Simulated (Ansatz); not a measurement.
One change: `BO[SiH](O)F` becomes `O[SiH](F)[SeH]`.

Ansatz, PBE0-D4/def2-TZVP geometries, multiplicity 1. Each molecule was computed in one conformer, which needn't be the lowest.

Scalar relativity is left out up to krypton.

| property | `BO[SiH](O)F` |
| --- | --- |
| HOMO energy (B3LYP/def2-TZVPP) / eV | -8.49 |
| LUMO energy (PBE/def2-TZVPP) / eV | -1.82 |
| LUMO energy (PBE0/def2-TZVPP) / eV | -0.79 |
| HOMO–LUMO gap (B3LYP/def2-TZVPP) / eV | 7.45 |
| size of the dipole moment (PBE/def2-TZVPP) / D | 1.92 |
| LUMO energy (B3LYP/def2-TZVPP) / eV | -1.04 |

Task: What does the change do to each property? (Estimate.)

Result: The calculation gave: 
| property | `O[SiH](F)[SeH]` | shift |
| --- | --- | --- |
| HOMO energy (B3LYP/def2-TZVPP) / eV | -7.22 | 1.27 |
| LUMO energy (PBE/def2-TZVPP) / eV | -0.98 | 0.84 |
| LUMO energy (PBE0/def2-TZVPP) / eV | -0.09 | 0.70 |
| HOMO–LUMO gap (B3LYP/def2-TZVPP) / eV | 6.86 | -0.59 |
| size of the dipole moment (PBE/def2-TZVPP) / D | 1.58 | -0.34 |
| LUMO energy (B3LYP/def2-TZVPP) / eV | -0.36 | 0.68 |

With PBE0 the HOMO rises by 1.21 eV and the LUMO rises by 0.70 eV, so the gap narrows by about 0.51 eV. PBE moves the HOMO by 0.90 eV and ωB97M-V by 1.40 eV. The zero-point energy changes by -45.6 kJ/mol with -6 modes. Dipoles are sizes alone; their direction can turn.

B3LYP here is the variant with VWN-RPA as its local correlation; programs differ in this.

Spin–orbit coupling is left out; it splits and shifts lone-pair levels of the heavy atoms by tenths of an eV.
